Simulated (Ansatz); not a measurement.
Isolated molecules relaxed with PBE0-D4/def2-TZVP in Ansatz; ΔE leaves out vibrations. CCSD(T)/CBS is the MP2 limit (def2-TZVPP, def2-QZVPP) plus CCSD(T) − MP2 in def2-TZVPP, frozen cores. This one scheme is used for every species. Functionals use def2-TZVPP. B3LYP here is the variant with VWN-RPA as its local correlation; programs differ in this. For Br, Ge outer-core shells are correlated without core-valence functions, which leaves a few kJ/mol of doubt a bond. Scalar relativity is left out up to krypton. Each species was taken in one conformer, which may not be the lowest.

Consider the substitution at a C–C bond: `[GeH3][CH2]CBr` + HCl → `Cl[CH2][GeH3]` + `CBr`.

```json
{"level": "r2SCAN", "ΔE (kcal/mol)": "8.3"}
{"level": "B3LYP", "ΔE (kcal/mol)": "6.7"}
{"level": "HF/def2-TZVPP", "ΔE (kcal/mol)": "6.4"}
{"level": "MP2/CBS(def2)", "ΔE (kcal/mol)": "9.9"}
```

Q: What does CCSD(T)/CBS give? (Estimate.)

A: The calculation gave: +9.3 kcal/mol. The listed levels differ from it by -1.0, -2.6, -2.9, 0.6 kcal/mol.

Largest T1 diagnostic among the species: 0.010.

In def2-TZVPP, CCSD(T) changes the Hartree–Fock value by +3.3 kcal/mol (the triples alone add +0.2 kcal/mol) and MP2 by +3.9 kcal/mol. The D4 term adds +1.2 kcal/mol with B3LYP and +0.7 kcal/mol with PBE0; it sums over pairs of atoms, weighted by their polarisabilities, and B3LYP, whose exchange is more repulsive, gets the larger term.
